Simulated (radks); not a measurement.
Pt, 78 electrons, occupied as [Xe] 4f14 5d7.25 6s1 6p1.75 (fractional occupations, a model configuration).

Calculated with a radial shooting solver on a logarithmic mesh with Libxc functionals: scalar-relativistic Kohn-Sham, BLYP, spin-unpolarised, spherical densities, point nucleus.

Energy parts (eV):
total: -501071.58
kinetic: 559010.60
electron-nucleus: -1244685.53
Hartree: 194256.40
exchange-correlation: -9653.05

Orbitals (lengths in bohr, moments of r in powers of bohr):
[
 {"orbital": "1s", "occ.": "2", "eigenvalue (eV)": "-78455.20", "<r^4>": "4.512e-07"},
 {"orbital": "2s", "occ.": "2", "eigenvalue (eV)": "-13789.37", "<r^4>": "0.00006650"},
 {"orbital": "2p", "occ.": "6", "eigenvalue (eV)": "-11950.30", "<r^4>": "0.00005363"},
 {"orbital": "3s", "occ.": "2", "eigenvalue (eV)": "-3245.174", "<r^4>": "0.002413"},
 {"orbital": "3p", "occ.": "6", "eigenvalue (eV)": "-2709.763", "<r^4>": "0.002641"},
 {"orbital": "3d", "occ.": "10", "eigenvalue (eV)": "-2129.601", "<r^4>": "0.002031"},
 {"orbital": "4s", "occ.": "2", "eigenvalue (eV)": "-703.6030", "<r^4>": "0.05461"},
 {"orbital": "4p", "occ.": "6", "eigenvalue (eV)": "-528.0582", "<r^4>": "0.07304"},
 {"orbital": "4d", "occ.": "10", "eigenvalue (eV)": "-315.0369", "<r^4>": "0.1023"},
 {"orbital": "4f", "occ.": "14", "eigenvalue (eV)": "-78.3308", "<r^4>": "0.2201"},
 {"orbital": "5s", "occ.": "2", "eigenvalue (eV)": "-109.9601", "<r^4>": "1.485"},
 {"orbital": "5p", "occ.": "6", "eigenvalue (eV)": "-63.7910", "<r^4>": "2.789"},
 {"orbital": "5d", "occ.": "7.25", "eigenvalue (eV)": "-12.4763", "<r^4>": "15.75"},
 {"orbital": "6s", "occ.": "1", "eigenvalue (eV)": "-9.2476", "<r^4>": "101.5"},
 {"orbital": "6p", "occ.": "1.75", "eigenvalue (eV)": "-2.7946", "<r^4>": "556.9"}
]

The highest occupied level is 6p at -2.795 eV. The density falls to 0.001 e/bohr^3 at r = 4.95 bohr.
